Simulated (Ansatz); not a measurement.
Ansatz (an electronic-structure program) input (MP2/6-31G*):

Ansatz 0.2 input:
```yaml
crystal:
  periodic: [false, false, false]
  atoms:
    - {symbol: O, position_ang: [-0.18076600, 1.81452200, -0.69645900]}
    - {symbol: Si, position_ang: [-0.02871200, 0.49363000, 0.28003100]}
    - {symbol: Cl, position_ang: [1.70252400, -0.52665400, -0.07072200]}
    - {symbol: Cl, position_ang: [-1.59247800, -0.79978300, 0.07289900]}
    - {symbol: H, position_ang: [-0.02268200, 1.12244300, 1.61421700]}
basis:
  gaussian:
    orbitals: 6-31G*
magnetization: {spin_polarized: true, initial_magnetization: 1}
correlation: {method: mp2, electrons: outside_noble_gas}
relax: {f_tol: 0.003, max_steps: 120}
```

Output:

```
Functional definition: HF
these checks for a lower state are left out or cut short: cluster_reference
integrals: 0.03 GiB planned
720 factors; integrals over basis functions are off by at most 6.1e-4 eV
mean field: 0.35 GiB planned
mean field evaluation 1: about -34914.5040 eV, gradient 3.2e1 eV
mean field evaluation 2: about -34914.5564 eV, gradient 3.2e1 eV
mean field evaluation 4: about -34922.0590 eV, gradient 8.3e0 eV
mean field evaluation 8: about -34923.4522 eV, gradient 7.0e-1 eV
mean field evaluation 16: about -34923.4955 eV, gradient 1.0e-4 eV
mean field evaluation 32: about -34923.4922 eV, gradient 6.1e-2 eV
mean field evaluation 64: about -34923.4948 eV, gradient 1.1e-1 eV
mean field -34923.49551480 eV, -1283.4147881734 hartree, gradient 2.2e-6 eV, S^2 0.756026; 5 other end points of the search recorded, 0 dependent functions left out
16 core orbitals not correlated
reference -34923.49551480 eV, -1283.4147881734 hartree; 13, 12 occupied and 45, 46 virtual orbitals, 720 factors
densities: 0.20 GiB planned
second order -12.70343872 eV of doubles, -0.00000000 eV of singles
the calculation of the forces begins
relax step   1: F+E_penalty+E_count = -34936.19895352 eV  Δ(F+E_penalty+E_count) = +0.000e0 eV  max|allowed force component| = 8.576e-1 eV/Å  Δτ_max = 0.0000 Å  (183 SCF iters, accepted)
these checks for a lower state are left out or cut short: starts, cluster_reference, orbital_swaps, neighbouring_geometries, increment
integrals: 0.03 GiB planned
720 factors; integrals over basis functions are off by at most 6.1e-4 eV
mean field: 0.35 GiB planned
mean field -34923.50900612 eV, -1283.4152839705 hartree, gradient 7.2e-6 eV, S^2 0.755925; 0 other end points of the search recorded, 0 dependent functions left out
16 core orbitals not correlated
reference -34923.50900612 eV, -1283.4152839705 hartree; 13, 12 occupied and 45, 46 virtual orbitals, 720 factors
densities: 0.20 GiB planned
second order -12.70537432 eV of doubles, -0.00000000 eV of singles
the calculation of the forces begins
relax step   2: F+E_penalty+E_count = -34936.21438044 eV  Δ(F+E_penalty+E_count) = -1.543e-2 eV  max|allowed force component| = 4.603e-1 eV/Å  Δτ_max = 0.0232 Å  (57 SCF iters, accepted)
these checks for a lower state are left out or cut short: starts, cluster_reference, orbital_swaps, neighbouring_geometries, increment
integrals: 0.03 GiB planned
720 factors; integrals over basis functions are off by at most 6.1e-4 eV
mean field: 0.35 GiB planned
mean field evaluation 96: about -34923.5063 eV, gradient 8.7e-4 eV
mean field -34923.50629932 eV, -1283.4151844973 hartree, gradient 7.4e-6 eV, S^2 0.755976; 0 other end points of the search recorded, 0 dependent functions left out
16 core orbitals not correlated
reference -34923.50629932 eV, -1283.4151844973 hartree; 13, 12 occupied and 45, 46 virtual orbitals, 720 factors
densities: 0.20 GiB planned
second order -12.71465086 eV of doubles, -0.00000000 eV of singles
the calculation of the forces begins
relax step   3: F+E_penalty+E_count = -34936.22095018 eV  Δ(F+E_penalty+E_count) = -6.570e-3 eV  max|allowed force component| = 5.014e-2 eV/Å  Δτ_max = 0.0213 Å  (58 SCF iters, accepted)
these checks for a lower state are left out or cut short: starts, cluster_reference, orbital_swaps, neighbouring_geometries, increment
integrals: 0.03 GiB planned
720 factors; integrals over basis functions are off by at most 6.1e-4 eV
mean field: 0.35 GiB planned
mean field -34923.50686827 eV, -1283.4152054057 hartree, gradient 3.0e-6 eV, S^2 0.755972; 0 other end points of the search recorded, 0 dependent functions left out
16 core orbitals not correlated
reference -34923.50686827 eV, -1283.4152054057 hartree; 13, 12 occupied and 45, 46 virtual orbitals, 720 factors
densities: 0.20 GiB planned
second order -12.71432977 eV of doubles, -0.00000000 eV of singles
the calculation of the forces begins
relax step   4: F+E_penalty+E_count = -34936.22119804 eV  Δ(F+E_penalty+E_count) = -2.479e-4 eV  max|allowed force component| = 6.880e-3 eV/Å  Δτ_max = 0.0070 Å  (47 SCF iters, accepted)
these checks for a lower state are left out or cut short: starts, cluster_reference, orbital_swaps, neighbouring_geometries, increment
integrals: 0.03 GiB planned
720 factors; integrals over basis functions are off by at most 6.1e-4 eV
mean field: 0.35 GiB planned
mean field -34923.50692543 eV, -1283.4152075064 hartree, gradient 1.7e-6 eV, S^2 0.755973; 0 other end points of the search recorded, 0 dependent functions left out
16 core orbitals not correlated
reference -34923.50692543 eV, -1283.4152075064 hartree; 13, 12 occupied and 45, 46 virtual orbitals, 720 factors
densities: 0.20 GiB planned
second order -12.71427903 eV of doubles, -0.00000000 eV of singles
the calculation of the forces begins
relax step   5: F+E_penalty+E_count = -34936.22120446 eV  Δ(F+E_penalty+E_count) = -6.426e-6 eV  max|allowed force component| = 8.214e-4 eV/Å  Δτ_max = 0.0007 Å  (46 SCF iters, accepted)
these checks for a lower state are left out or cut short: cluster_reference
integrals: 0.03 GiB planned
720 factors; integrals over basis functions are off by at most 6.1e-4 eV
mean field: 0.35 GiB planned
mean field evaluation 128: about -34923.4377 eV, gradient 1.1e0 eV
mean field evaluation 160: about -34913.7410 eV, gradient 3.1e1 eV
mean field evaluation 192: about -34915.4529 eV, gradient 4.1e1 eV
mean field -34923.50692543 eV, -1283.4152075064 hartree, gradient 1.7e-6 eV, S^2 0.755973; 7 other end points of the search recorded, 0 dependent functions left out
16 core orbitals not correlated
reference -34923.50692543 eV, -1283.4152075064 hartree; 13, 12 occupied and 45, 46 virtual orbitals, 720 factors
densities: 0.20 GiB planned
second order -12.71427903 eV of doubles, -0.00000000 eV of singles
the calculation of the forces begins
Total energy: -34936.22120446 eV, -1283.8824486428 hartree
Atom 0 at    -0.182350     1.812444    -0.736762 Å, force    -0.000026     0.000242    -0.000144 eV/Å
Atom 1 at    -0.027834     0.492197     0.297443 Å, force     0.000096    -0.000821     0.000629 eV/Å
Atom 2 at     1.699409    -0.513507    -0.070812 Å, force    -0.000389     0.000252    -0.000009 eV/Å
Atom 3 at    -1.591586    -0.786304     0.072634 Å, force     0.000340     0.000313    -0.000041 eV/Å
Atom 4 at    -0.019753     1.099328     1.637463 Å, force    -0.000020     0.000015    -0.000436 eV/Å
Dipole moment:     0.008600     0.030655     0.255603 e Å
Checks for a lower state left out: cluster_reference
```

The geometry given is a B3LYP-D3(BJ)/def2-TZVP minimum.
